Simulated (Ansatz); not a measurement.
Mulliken charges of AlFH$_{5}$NSi, SMILES `[F][AlH][NH][SiH3]` from ωB97M-V/def2-TZVPP in Ansatz (PBE0-D4/def2-TZVP geometry).

```
atom   x (Å)   y (Å)   z (Å)  charge (e)
  F1  -1.352   2.746   0.795      -0.353
 Al2  -0.343   1.705   0.009       0.592
  N3  -0.451  -0.009   0.442      -0.356
 Si4   0.464  -1.333  -0.185       0.231
  H5   0.655   2.251  -1.069      -0.100
  H6  -1.132  -0.255   1.150       0.102
  H7   1.248  -2.026   0.874      -0.043
  H8   1.400  -0.772  -1.194      -0.029
  H9  -0.401  -2.354  -0.839      -0.043
```

By hand: the dipole of these point charges (1 e Å = 4.8032 D).

Σ q r = (0.284, -0.305, -0.218) e Å, of length 0.470 e Å = 2.26 D.

How does the dipole of the full density compare? (An estimate is asked.)

The calculation gave: (0.016, -0.199, 0.022) e Å, 0.96 D; the point charges give 2.35 times that, at 50° from its direction.

Point charges leave out the atoms' own dipoles, such as those of lone pairs, and Mulliken's split depends on the basis, so the two needn't agree.
